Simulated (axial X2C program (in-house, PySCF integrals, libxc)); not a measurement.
## Levels of RbB⁺ by electron attachment to RbB²⁺ (EOM-EA-CCSD)

Computed with an axial X2C code built on PySCF integrals: two-component X2C with atomic mean-field Coulomb and Gaunt terms, Gaussian nuclei, basis Rb dyall-acv3z, B dyall-av3z with contracted cores.

R = 3.688 Å (1.045 times 3.529 Å, the PBE0 minimum at charge 1 for the lowest determinant).

Levels of RbB⁺ obtained by attaching an electron to RbB²⁺:

| Ω | binding energy (eV) | above lowest (cm⁻¹) | attached spinor | one-particle weight |
| --- | --- | --- | --- | --- |
| 1/2 | 12.199 | 0 | 93% B pσ | 0.95 |
| 3/2 | 11.925 | 2211 | 98% B pπ | 0.95 |
| 1/2 | 11.924 | 2214 | 98% B pπ | 0.95 |

This point took 27 s on 1 thread of Intel(R) Xeon(R) Platinum 8488C (Sapphire Rapids) (shared host).

Reference electrons by ω block (each with its −ω partner): 1/2: 14, 3/2: 5, 5/2: 1. 10 electrons of RbB²⁺ correlated (inner shells frozen), 92 natural virtual spinors (a truncated set); levels can be off by some tenths of an eV. Roots sought by Ω: (1/2: 5, 3/2: 4, 5/2: 2, 7/2: 1); the list ends where they run out and leaves out roots under 60 % one-particle weight. The solver can skip a root, and states that need a further excitation, which the method places far too high, are missing though they may lie low or lowest. T1 of the reference 0.006 (Lee–Taylor). The reference was not checked to be the lowest state of its species. Number of frozen shells: Rb 3 s, 2 p, 1 d; B 1 s. Large amplitudes in the reference (orbital relaxation or multireference character) lower the reliability.
